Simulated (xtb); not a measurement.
C₇H₁₃O, doublet, from a rough starting geometry; GFN2-xTB (xtb).

Here is a job for xtb.
```
$ xtb mol.xyz --gfn 2 --uhf 1 --opt vtight --json

# file mol.xyz
21

C      2.80934518     0.62760492     0.65717640
C      1.82509631    -0.41380444     0.84087330
C      1.17587379    -1.03584024    -0.38871575
C      0.32964532    -0.04653830    -1.19581100
C     -0.80760299     0.51499762    -0.37000388
C     -2.00432668    -0.44815670    -0.17625885
C     -3.17488478     0.14266535     0.49465617
O     -1.91961521    -1.54492765    -0.62055768
H      3.64679642     0.58694949     1.37196975
H      2.30728025     1.59493874     0.94481043
H      3.16176638     0.72187959    -0.33556255
H      1.51386261    -0.76483222     1.75653869
H      1.95321448    -1.43853395    -1.07438596
H      0.54182418    -1.86489002    -0.11915464
H     -0.09630794    -0.49613257    -2.06157948
H      0.93772066     0.80866295    -1.48477910
H     -0.45394746     0.77960630     0.62510488
H     -1.22701753     1.47628380    -0.80362180
H     -3.78668239    -0.64564983     0.91232658
H     -3.70979283     0.74581579    -0.22267281
H     -2.86882089     0.76401383     1.31241834
```

What the program printed (banner, timings and long lists left out):

```
   ID    Z sym.   atoms
    1    6 C      1-7
    2    8 O      8
    3    1 H      9-21

           -------------------------------------------------
          |                Calculation Setup                |
           -------------------------------------------------

           -------------------------------------------------
          |                 G F N 2 - x T B                 |
           -------------------------------------------------

          ...................................................
          :                      SETUP                      :
          :.................................................:
          :  # basis functions                  45          :
          :  # atomic orbitals                  45          :
          :  # shells                           29          :
          :  # electrons                        47          :
          :  max. iterations                   250          :
          :  Hamiltonian                  GFN2-xTB          :
          :  restarted?                      false          :
          :  GBSA solvation                  false          :
          :  PC potential                    false          :
          :  electronic temp.          300.0000000     K    :
          :  accuracy                    1.0000000          :
          :  -> integral cutoff          0.2500000E+02      :
          :  -> integral neglect         0.1000000E-07      :
          :  -> SCF convergence          0.1000000E-05 Eh   :
          :  -> wf. convergence          0.1000000E-03 e    :
          :  Broyden damping             0.4000000          :
          :  net charge                          0          :
          :  unpaired electrons                  1          :
          ...................................................

 iter      E             dE          RMSdq      gap      omega  full diag
   1    -25.8927339 -0.258927E+02  0.336E+00    2.54       0.0  T
   2    -25.9502808 -0.575470E-01  0.171E+00    1.60       1.0  T
   3    -25.9550725 -0.479169E-02  0.107E+00    1.76       1.0  T
   4    -25.9582612 -0.318871E-02  0.180E-01    1.28       1.0  T
   5    -25.9584133 -0.152041E-03  0.673E-02    1.33       1.0  T
   6    -25.9584256 -0.123204E-04  0.262E-02    1.36       1.0  T
   7    -25.9584262 -0.609628E-06  0.711E-03    1.35       3.1  T
   8    -25.9584264 -0.163724E-06  0.196E-03    1.35      11.1  T
   9    -25.9584264 -0.717977E-08  0.720E-04    1.35      30.3  T
[...]
 * total energy  :   -25.5988691 Eh     change        0.4169225E-06 Eh
 * total energy  :   -25.5988714 Eh     change       -0.2310219E-05 Eh
 * total energy  :   -25.5988712 Eh     change        0.2394107E-06 Eh
 * total energy  :   -25.5988733 Eh     change       -0.2101603E-05 Eh
 * total energy  :   -25.5988751 Eh     change       -0.1830150E-05 Eh
 * total energy  :   -25.5988768 Eh     change       -0.1685744E-05 Eh
 * total energy  :   -25.5988783 Eh     change       -0.1485154E-05 Eh
 * total energy  :   -25.5988792 Eh     change       -0.9114703E-06 Eh
 * total energy  :   -25.5988796 Eh     change       -0.4108022E-06 Eh
 * total energy  :   -25.5988798 Eh     change       -0.1927152E-06 Eh
 * total energy  :   -25.5988799 Eh     change       -0.1026661E-06 Eh
 * total energy  :   -25.5988800 Eh     change       -0.8103128E-07 Eh
   *** GEOMETRY OPTIMIZATION CONVERGED AFTER 58 ITERATIONS ***
         :: total energy             -25.598880010564 Eh    ::
[...]
 ---------------------------------------------------------------------------
     1   6 C    3.997 --     2 C    1.087    11 H    0.984     9 H    0.960
                            10 H    0.948
     2   6 C    3.298 --     1 C    1.087     3 C    1.078    12 H    0.977
     3   6 C    3.997 --     2 C    1.078    14 H    0.973     4 C    0.958
                            13 H    0.955
     4   6 C    3.992 --     5 C    1.006    16 H    0.978    15 H    0.974
                             3 C    0.958
     5   6 C    3.997 --     4 C    1.006     6 C    0.987    17 H    0.963
                            18 H    0.943
     6   6 C    3.917 --     8 O    1.870     7 C    1.001     5 C    0.987
     7   6 C    3.995 --     6 C    1.001    19 H    0.982    20 H    0.971
                            21 H    0.957
     8   8 O    2.078 --     6 C    1.870
     9   1 H    0.997 --     1 C    0.960
    10   1 H    0.996 --     1 C    0.948
    11   1 H    0.998 --     1 C    0.984
    12   1 H    1.000 --     2 C    0.977
    13   1 H    0.998 --     3 C    0.955
    14   1 H    0.998 --     3 C    0.973
    15   1 H    0.997 --     4 C    0.974
    16   1 H    0.998 --     4 C    0.978
    17   1 H    0.997 --     5 C    0.963
    18   1 H    0.997 --     5 C    0.943
    19   1 H    0.995 --     7 C    0.982
    20   1 H    0.997 --     7 C    0.971
    21   1 H    0.995 --     7 C    0.957
 ---------------------------------------------------------------------------

Topologies differ in total number of bonds
Writing topology from bond orders to xtbtopo.mol

molecular dipole:
                 x           y           z       tot (Debye)
 q only:        0.225       0.916       0.414
   full:        0.218       1.148       0.529       3.260
molecular quadrupole (traceless):
                xx          xy          yy          xz          yz          zz
 q only:        1.957      -4.759      -2.124      -4.712      -2.275       0.166
  q+dip:        1.970      -4.977      -2.791      -5.496      -2.825       0.821
   full:        2.176      -5.730      -2.846      -4.996      -3.362       0.669

optimized geometry written to: xtbopt.xyz

           -------------------------------------------------
          | TOTAL ENERGY              -25.598880010564 Eh   |
          | GRADIENT NORM               0.000043704475 Eh/α |
          | HOMO-LUMO GAP               1.288627074944 eV   |
           -------------------------------------------------
```
